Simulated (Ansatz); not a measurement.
Total energies of the I⁻ ion.

Charge -1, multiplicity 1. Correlated methods include outer-core shells of I, which these sets cover unevenly. I: def2 effective core potential. A free ion. Basis def2-TZVPPD, the Gaussian-basis code of Ansatz.

RPA on PBE orbitals: Hartree–Fock energy of these orbitals -296.73513 Eh, correlation -0.62282 Eh (frozen core).

```csv
functional,energy without D4 (Eh)
LDA (SPW92),-297.37922
PBE,-297.78512
revPBE,-297.83966
BLYP,-297.74493
r2SCAN,-297.91534
B97M-V,-297.78148
B3LYP,-297.90019
HSE06 (plane-wave form),-297.81060
BHLYP,-297.75409
CAM-B3LYP,-297.80789
LC-ωPBE,-297.83751
ωB97X-V,-297.78681
ωB97M-V,-297.78214
B2PLYP,-297.63373
```

(1) Give the same for PBE0, r2SCANh, r2SCAN0, PBE-QIDH. (Best estimate.)

B3LYP takes the VWN-RPA correlation (the form of Gaussian; ORCA's B3LYP/G). HSE06 is the plane-wave form, built on full-range PBE exchange. The double hybrids freeze the cores in their second-order part.

Results:

(1) Ansatz gave: 
```
functional  energy without D4 (Eh)
      PBE0              -297.81240
   r2SCANh              -297.90590
   r2SCAN0              -297.89189
  PBE-QIDH              -297.66071
```

LC-ωPBE has ω = 0.4 bohr⁻¹.
